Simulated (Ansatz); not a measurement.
A nudged elastic band was laid between two geometries of ClF3H4NOTa (11 atoms, charge 0, multiplicity 1).

Theory: RKS PBE-D4/def2-SVP in Ansatz 0.2.0.

- movable images: 7
- climbing image: yes
- spring: 5.0 eV/Å²
- optimiser: quadratic models (default)
- start path: through a guess of the saddle point
- force threshold: 0.03 eV/Å
- iteration limit: 60
- end points: relaxed

Initial state:

```xyz
11
Properties=species:S:1:pos:R:3
Ta -0.045 0.053 0.310
Cl 2.273 0.610 0.486
F -0.334 0.472 2.142
F 0.158 -0.320 -1.553
N -0.898 1.751 -0.178
H -1.252 2.435 0.500
H -1.035 2.077 -1.141
F -1.438 -1.257 0.390
O 0.992 -1.974 0.806
H 0.577 -2.810 0.517
H 1.955 -2.012 0.639
```

Final state:

```xyz
11
Properties=species:S:1:pos:R:3
Ta -0.804 -0.475 0.347
Cl 3.087 0.446 1.150
F -0.546 0.077 2.142
F -0.966 -0.932 -1.500
N -0.573 1.388 -0.228
H -0.329 2.151 0.413
H -0.533 1.686 -1.208
F -2.562 -1.094 0.682
O 0.797 -1.580 0.442
H 1.148 -2.095 -0.308
H 2.235 -0.547 0.987
```

(1) Which bonds break or form, and what moves?

(2) What energy profile does the band end with?

(3) What is the geometry of the highest image?

(4) What are the harmonic wavenumbers there?

## Answers

(1) Bonds broken: Ta1–Cl2, O9–H11. Bonds formed: Cl2–H11. ClF3H4NOTa becomes ClH + F3H3NOTa.

(2) The forces met the threshold. The highest image is number 5 of 0 to 8, 0.92 eV above the first end and 0.12 eV above the last; the last end lies 0.80 eV above the first. A vibrational analysis at the climbing image gives one clearly imaginary mode, 73i cm⁻¹: a first-order saddle point. The orbitals stay closed-shell, which can raise the energy where a bond breaks towards radicals; this wasn't checked here.

```csv
image,path coordinate (Å),energy (eV),Ta1–Cl2 (Å),O9–H11 (Å),Cl2–H11 (Å)
0,0.00,0.00,2.39,0.98,2.65
1,0.51,0.02,2.41,0.98,2.40
2,1.02,0.09,2.44,0.99,2.22
3,1.54,0.27,2.52,1.02,1.97
4,2.05,0.76,2.81,1.19,1.61
5,2.56,0.92,3.17,1.65,1.35
6,3.17,0.87,3.66,1.79,1.33
7,3.79,0.81,4.00,1.84,1.32
8,4.40,0.80,4.08,1.85,1.32
```

(3) 
```xyz
11
Properties=species:S:1:pos:R:3
Ta -0.538 -0.386 0.348
Cl 2.486 0.519 0.625
F -0.483 0.167 2.159
F -0.162 -0.685 -1.499
N -0.740 1.517 -0.169
H -0.784 2.278 0.518
H -0.474 1.884 -1.089
F -2.250 -1.150 0.360
O 0.807 -1.819 0.738
H 1.020 -2.542 0.120
H 2.072 -0.757 0.809
```

(4) 73i, 65, 94, 114, 147, 167, 189, 200, 245, 269, 334, 368, 523, 546, 562, 616, 629, 654, 673, 685, 692, 791, 1449, 2213, 3458, 3561, 3737 cm⁻¹.

Time of the run: 5.1 min on 4 threads of Arm Neoverse V1, on a shared host, peak memory 0.22 GiB.
